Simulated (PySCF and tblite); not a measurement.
Results of a calculation; reference values are marked as such.
C₈H₄F₂S₂, numbered as in [cH:1]1[cH:2][s:3][c:4](-[c:7]2[s:8][cH:9][c:10]([F:11])[cH:12]2)[c:5]1[F:6].

Geometries GFN2-xTB; weights from PBE0-D3(BJ)/pcSseg-1 energies and GFN2-xTB thermal corrections, with symmetry numbers and mirror pairs. Conformers within 2.5 kcal/mol (GFN2-xTB free energy) were kept, 7 at most. GIAO shieldings: PBE0/pcSseg-1. Shifts are against TMS (¹H), TMS (¹³C), CFCl3 (¹⁹F) at the same level. Run with PySCF (density fitting) and tblite.

(1) List the conformer-averaged shifts at 298.15 K.

(2) How do the conformers differ?

Unscaled ¹⁹F shifts at such levels can be off by tens of ppm; differences between conformers or isomers are more reliable. Shifts are unscaled: against experiment ¹³C can be off by 15 ppm or more and ¹H by 0.8 ppm.

Answers

(1) ¹H: 7.27 (H12, 1H), 6.95 (H1, 1H), 6.91 (H2, 1H), 6.52 (H9, 1H) ppm. ¹³C: 167.4 (C10), 163.9 (C5), 142.0 (C7), 128.2 (C2), 127.8 (C4), 123.9 (C1), 117.0 (C12), 110.1 (C9) ppm. ¹⁹F: -136.1 (F6), -137.0 (F11) ppm.

(2) Torsions listed: S3–C4–C7–S8.
| conformer | shape | weight % |
| --- | --- | --- |
| 1 | 180° | 62.5 |
| 2 | 0° | 37.5 |

```tsv
signal	1	2	average
H1	6.94	6.96	6.95
H2	6.93	6.87	6.91
H9	6.58	6.41	6.52
H12	7.14	7.47	7.27
C1	123.7	124.1	123.9
C2	128.4	127.8	128.2
C4	127.9	127.6	127.8
C5	164.0	163.6	163.9
C7	141.9	142.1	142.0
C9	111.4	108.0	110.1
C10	167.0	168.1	167.4
C12	115.7	119.3	117.0
F6	-136.6	-135.2	-136.1
F11	-138.4	-134.7	-137.0
```


Conformer gaps in pcSseg-1 on xTB geometries can be 2 kcal/mol off for S=O, P=O and other polar bonds.